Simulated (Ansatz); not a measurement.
Species: SrCl₂ (charge -1, doublet). 
Coordinates optimised at B3LYP-D3(BJ)/def2-TZVP (Ansatz, a quantum-chemistry and plane-wave program):
```
Sr
Cl 1 2.7131
Cl 1 2.7131 2 124.70
```
Charge -1, spin multiplicity 2.

Basis-set convergence of Hartree-Fock and MP2 correlation energies (hartree) with Ansatz. Correlated levels leave the core frozen unless marked. Open shells are spin-unrestricted. No spin-orbit coupling. Frozen are the shells of the preceding noble gas and the d and f shells that filled before the atom's block. The outer core of K, Ca and their heavier congeners is not correlated, a term that matters for these elements. In def2 rows, elements after Kr have scalar-relativistic effective core potentials. This anion needs diffuse functions, which these sets lack.

```csv
basis,functions,E(HF),"E(corr, MP2)"
def2-SVP,59,-949.28667,-0.27878
def2-TZVPP,124,-949.60615,-0.40483
def2-QZVPP,203,?,?
```

Task: Some entries are withheld; supply them.

Result: 
- def2-QZVPP, E(HF): -949.63629
- def2-QZVPP, E(corr, MP2): -0.45112
